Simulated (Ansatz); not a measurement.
System: YBr3, net charge 1, doublet state. The spin state was set by rule; other spins were not relaxed. 
Geometry from a B3LYP-D3(BJ)/def2-TZVP (Ansatz, an electronic-structure program) optimisation:
```
Y
Br 1 2.5173
Br 1 2.6717 2 113.56
Br 1 2.6717 2 113.56 3 76.91
```
Charge +1, spin multiplicity 2.

Basis-set convergence of Hartree-Fock and CCSD correlation energies (hartree) with Ansatz. Cores are frozen in the correlated levels unless marked. UHF or UKS for open shells. No spin-orbit coupling. The frozen core is the preceding noble-gas configuration, with the filled d and f shells of earlier blocks. Past Kr the def2 sets carry scalar-relativistic core potentials.

```csv
basis,functions,E(HF),"E(corr, CCSD)"
def2-SVP,127,-7754.12712,-0.42584
def2-TZVPP,200,?,?
```

Problem. Fill in the missing entries.

Solution. 
- def2-TZVPP, E(HF): -7755.08447
- def2-TZVPP, E(corr, CCSD): -0.55866
